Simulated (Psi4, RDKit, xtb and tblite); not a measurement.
Relaxed torsion scan: SMILES BCCB (C2H8B2), singlet. Scanned: dihedral H5–B1–C2–C3 and dihedral B1–C2–C3–B4; all other coordinates were relaxed at GFN2-xTB. Points at φ and −φ are mirror images. Heavy atoms are numbered in the order of the SMILES BCCB, hydrogens after them in the order of the atoms that carry them; the mirror image has the same energies with the sign of each dihedral reversed.

- GFN2-xTB (xtb and tblite)
- PBE/def2-SVP // GFN2-xTB (Psi4)
- PBE-D3(BJ)/def2-SVP // GFN2-xTB (Psi4)
- UFF // GFN2-xTB (RDKit)

Energies in kJ/mol at chosen points (x: dihedral H5–B1–C2–C3 (°); y: dihedral B1–C2–C3–B4 (°)), relative to x = -120, y = 180:

| method | (30, -90) | (-30, -60) | (90, 120) | (0, 120) | (30, 150) | (120, 90) | (-60, -120) |
|---|---|---|---|---|---|---|---|
| GFN2-xTB | 1.7 | -3.1 | 7.4 | 3.7 | 1.4 | 4.7 | 8.9 |
| PBE/def2-SVP | -1.2 | -4.6 | 2.0 | 0.0 | -0.6 | 2.9 | 7.4 |
| PBE-D3(BJ)/def2-SVP | -1.3 | -5.0 | 1.5 | 0.2 | -0.5 | 2.6 | 7.3 |
| UFF | 18.1 | 8.0 | 118.9 | 23.5 | 19.9 | 13.6 | 24.5 |
